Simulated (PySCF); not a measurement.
Input file for PySCF: R-MP2/6-31G* on C2H3BO2 (SMILES C#CB(O)O), a point of a torsion scan.

```python
from pyscf import gto, scf, dft, mp
from pyscf.data.elements import chemcore

mol = gto.M(
    atom='''
    C     1.90316244    0.40944966    0.18146465
    C     0.76246897    0.05354824    0.04902607
    B    -0.69931709   -0.39299497   -0.15422772
    O    -1.20614724   -1.36309034    0.64910220
    O    -1.53455518    0.31088176   -0.96129414
    H     2.90211321    0.71408200    0.30878912
    H    -1.67395461   -2.08978770    0.24972635
    H    -1.15169336    1.04568139   -1.43674106
    ''',
    basis='6-31g*',
    cart=True,
    charge=0, spin=0, verbose=3, max_memory=1800)
mf = scf.RHF(mol)
mf.conv_tol = 1e-8
mf.max_cycle = 100
mf.kernel()
if not mf.converged:
    mf = mf.newton().run(mf.mo_coeff, mf.mo_occ)
pt = mp.MP2(mf, frozen=chemcore(mol)).run()
```

Question: Predict the final total energy.

Answer: -252.6072 hartree.
